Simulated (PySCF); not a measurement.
CsI, singlet, geometry from GFN2-xTB (such geometries of metal compounds can be far from the true shape) (core potentials on Cs, I). Base run: PBE0/def2-SVP run with PySCF.

The PySCF input:
```python
from pyscf import gto, scf, dft

mol = gto.Mole()
mol.atom = '''
    Cs   -0.000000   -0.000000   -1.639513
    I     0.000000    0.000000    1.701381
'''
mol.basis = 'def2-svp'
mol.ecp = {'Cs': 'def2-svp', 'I': 'def2-svp'}
mol.charge = 0
mol.spin = 0
mol.verbose = 4
mol.build()

mf = dft.RKS(mol)
mf.xc = 'pbe0'
mf.kernel()
mf.analyze()
```

Each row names what was changed in the base input (with any setting that the change needs).

```csv
change,ΔE vs base (µEh),SCF cycles,outcome
base,0.0,11,converged
init_guess = huckel,0.0,8,converged
conv_tol = 1e-11,0.0,12,converged
init_guess = vsap,-,-,input refused
conv_tol_grad = 1e-7,0.0,12,converged
solver = newton; init_guess = 1e,0.0,-,converged
init_guess = mod_huckel,0.0,8,converged
level_shift = 0.1 (with mf.max_cycle = 100),0.0,14,converged
level_shift = 0.5 (with mf.max_cycle = 100),0.0,21,converged
diis = off; damp = 0.3 (with mf.diis_start_cycle = 200; with mf.max_cycle = 150),0.0,11,converged
solver = newton,0.0,-,converged
damp = 0.5; diis_start_cycle = 5,0.0,10,converged
diis_space = 2,0.0,13,converged
```

- init_guess = vsap: ended with `AssertionError: ECP or PP not supported`
